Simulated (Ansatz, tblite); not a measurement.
Isomers of Al₄H₄⁻ (doublet), found by a short tight-binding search and relaxed with PBE-D4/def2-SVPD in Ansatz.

The xTB rows come from tblite. HSE06 is defined as in plane-wave codes, on full-range PBE exchange. Correlated methods freeze 20 core orbitals.

B: At PBE-D4/def2-TZVPD the highest occupied level of the charge -1 doublet lies above zero (up to 0.09 eV). It is a level of α spin, whose loss leaves a singlet; that state wasn't run at this geometry and level. The electron is either unbound and held by the finite basis, or the level is raised by self-interaction error. At PBE-QIDH/def2-TZVPD the charge -1 doublet is spin-contaminated (final ⟨S²⟩ up to 0.87, 0.75 for a pure state).

Other spin states weren't relaxed.

A:

Cartesian coordinates in Å:
```
Al -0.205 -0.833 -1.098
Al -1.565 -1.207 1.435
Al 1.381 1.130 -1.160
Al 0.115 0.684 1.035
H 2.488 2.200 -1.709
H 0.062 -0.667 2.183
H -0.674 -1.969 -2.161
H -1.603 0.662 1.474
```

B:

```tsv
atom	x (Å)	y (Å)	z (Å)
Al1	-0.0102	-1.3533	-1.1819
Al2	-0.6811	0.8756	0.1968
Al3	1.5638	-0.4877	0.4865
Al4	1.0345	1.7508	2.0452
H5	0.4637	2.2233	0.2455
H6	-0.7006	-2.5184	-2.0897
H7	-2.1416	1.5241	-0.1019
H8	0.4715	-2.0144	0.3995
```

**Question.** Estimate their order by electronic energy at PBE0-D4/def2-TZVPD, counted from the lowest.

**Answer.** A (0.0) < B (1.1), in kcal/mol.

**Question.** Do the other levels pick the same lowest one?

**Answer.** Not GFN1-xTB, GFN2-xTB, PBE-D4/def2-TZVPD. Energies above each level's lowest (kcal/mol):

```json
{"level": "GFN1-xTB", "A": "3.3", "B": "0.0"}
{"level": "GFN2-xTB", "A": "4.9", "B": "0.0"}
{"level": "PBE-D4/def2-TZVPD", "A": "0.4", "B": "0.0"}
{"level": "r2SCAN-D4/def2-TZVPD", "A": "0.0", "B": "1.3"}
{"level": "PBE0-D4/def2-TZVPD", "A": "0.0", "B": "1.1"}
{"level": "HSE06-D4/def2-TZVPD", "A": "0.0", "B": "1.0"}
{"level": "PBE-QIDH/def2-TZVPD", "A": "0.0", "B": "2.5"}
```
Point groups (tolerance 0.1 Å): A Cs, B not assigned. Lower isomers may exist.
